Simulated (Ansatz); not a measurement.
Molecular dynamics of Ba$_{16}$H

The input (input.yaml):

```yaml
crystal:
  lattice:
    - [10.04, 0.0, 0.0]
    - [0.0, 10.04, 0.0]
    - [0.0, 0.0, 10.04]
  atoms:
    - { symbol: Ba, position: [-0.00013377, -0.00646974, 0.00967221] }
    - { symbol: Ba, position: [0.49981392, 0.0031317, 0.02585293] }
    - { symbol: Ba, position: [-0.00010606, 0.50890891, -0.00943544] }
    - { symbol: Ba, position: [-0.00013138, -0.00645715, 0.4904866] }
    - { symbol: Ba, position: [0.23912973, 0.26413937, 0.25008495] }
    - { symbol: Ba, position: [0.49985261, 0.48617055, -0.01028194] }
    - { symbol: Ba, position: [0.49981741, 0.00320185, 0.47444333] }
    - { symbol: Ba, position: [0.76060664, 0.26414828, 0.25008454] }
    - { symbol: Ba, position: [-0.00010661, 0.50892305, 0.50956552] }
    - { symbol: Ba, position: [0.27352237, 0.7456386, 0.25012027] }
    - { symbol: Ba, position: [0.24038843, 0.24140726, 0.75005866] }
    - { symbol: Ba, position: [0.49985209, 0.48617176, 0.51043314] }
    - { symbol: Ba, position: [0.72600747, 0.74572024, 0.25012349] }
    - { symbol: Ba, position: [0.75938485, 0.24143603, 0.75005792] }
    - { symbol: Ba, position: [0.25944684, 0.75661961, 0.75007272] }
    - { symbol: Ba, position: [0.74028631, 0.75662898, 0.75007503] }
    - { symbol: H, position: [0.49968324, 0.8732728, 0.25020507] }
basis:
  ecutwfc: 420.0
kpoints:
  mp_grid: { grid: [2, 2, 2] }
hamiltonian:
  xc: pbesol
scf:
  occupations: { method: fermi_dirac, width: 0.1 }
  lower_state_search: "off"
md:
  timestep: 0.5
  n_steps: 300
  ensemble: nvt_langevin
  temperature: 1500.0
  initial_velocities: maxwell_boltzmann
  seed: 522873
  friction: 0.05
```

Run as:

```bash
$ ansatz run input.yaml --threads 4 --pin off --max-ram 10240MiB --backend cpu --events-out ev --progress --plain --runs-dir out
```

It starts from a relaxed structure.

Output, in part (step lines):

```
md step     0: t =     0.00 fs  T =  1411.8 K  F+E_penalty+E_count = -93818.21176588 eV  E_kin = 3.102240 eV  (7 SCF iters)
md step     1: t =     0.50 fs  T =  1405.7 K  F+E_penalty+E_count = -93818.21098206 eV  E_kin = 3.088874 eV  (6 SCF iters)
md step     2: t =     1.00 fs  T =  1436.3 K  F+E_penalty+E_count = -93818.20774076 eV  E_kin = 3.156153 eV  (6 SCF iters)
md step     3: t =     1.50 fs  T =  1437.7 K  F+E_penalty+E_count = -93818.20191982 eV  E_kin = 3.159170 eV  (6 SCF iters)
md step     4: t =     2.00 fs  T =  1401.6 K  F+E_penalty+E_count = -93818.19482394 eV  E_kin = 3.079841 eV  (6 SCF iters)
md step     5: t =     2.50 fs  T =  1353.1 K  F+E_penalty+E_count = -93818.18660536 eV  E_kin = 2.973232 eV  (4 SCF iters)
md step     6: t =     3.00 fs  T =  1459.3 K  F+E_penalty+E_count = -93818.17684787 eV  E_kin = 3.206608 eV  (4 SCF iters)
md step     7: t =     3.50 fs  T =  1333.2 K  F+E_penalty+E_count = -93818.16472585 eV  E_kin = 2.929540 eV  (4 SCF iters)
[... lines left out ...]
md step   299: t =   149.50 fs  T =  1721.0 K  F+E_penalty+E_count = -93817.09356309 eV  E_kin = 3.781821 eV  (4 SCF iters)
md step   300: t =   150.00 fs  T =  1623.5 K  F+E_penalty+E_count = -93817.07685138 eV  E_kin = 3.567462 eV  (5 SCF iters)
```

The steps, from the saved trajectory:

| time (fs) | T (K) | potential energy less start (eV) |
| --- | --- | --- |
| 0.0 | 1412 | 0.000 |
| 5.0 | 1533 | 0.075 |
| 10.0 | 1394 | 0.101 |
| 15.0 | 1443 | 0.280 |
| 20.0 | 1563 | 0.328 |
| 25.0 | 1370 | 0.137 |
| 30.0 | 1407 | 0.203 |
| 35.0 | 1192 | 0.358 |
| 40.0 | 1337 | 0.498 |
| 45.0 | 1351 | 0.318 |
| 50.0 | 1190 | 0.254 |
| 55.0 | 1255 | 0.422 |
| 60.0 | 1017 | 0.917 |
| 65.0 | 1309 | 0.997 |
| 70.0 | 1389 | 1.006 |
| 75.0 | 1735 | 0.888 |
| 80.0 | 1288 | 0.703 |
| 85.0 | 1144 | 0.698 |
| 90.0 | 1446 | 0.566 |
| 95.0 | 897 | 0.932 |
| 100.0 | 1132 | 0.952 |
| 105.0 | 1349 | 0.719 |
| 110.0 | 1272 | 0.700 |
| 115.0 | 1372 | 0.737 |
| 120.0 | 1445 | 1.095 |
| 125.0 | 1601 | 1.257 |
| 130.0 | 1177 | 1.149 |
| 135.0 | 1028 | 1.199 |
| 140.0 | 1579 | 1.017 |
| 145.0 | 1888 | 0.995 |
| 150.0 | 1623 | 1.135 |

All steps were run. The mean temperature of the second half is 10 % below the set value. A run of 0.15 ps of so small a system gives no equilibrium averages. Limits of this set-up: coarse k mesh, odd electron count without spin.

Mean squared displacements from the first frame to the last, about the centre of mass: Ba 0.09 Å², H 0.09 Å².

Last frame:

```xyz
17
Lattice="10.0400 0.0000 0.0000 0.0000 10.0400 0.0000 0.0000 0.0000 10.0400" Properties=species:S:1:pos:R:3
Ba -0.182 -0.004 0.058
Ba 4.977 -0.029 0.536
Ba 0.274 5.134 -0.398
Ba 0.072 0.000 4.978
Ba 2.656 2.425 2.462
Ba 5.169 4.891 -0.331
Ba 5.062 -0.164 4.873
Ba 7.997 2.696 2.120
Ba 0.102 5.324 4.880
Ba 2.770 7.693 2.448
Ba 2.431 2.238 7.842
Ba 5.073 4.778 5.106
Ba 7.333 7.535 2.379
Ba 7.748 2.220 7.434
Ba 2.294 7.519 7.825
Ba 7.792 7.685 7.263
H 4.847 8.616 2.384
```

The run took 14 min on 4 threads of AMD EPYC 9R45 96-Core Processor (Zen 5), with other jobs on the host, peak memory 3.6 GiB.
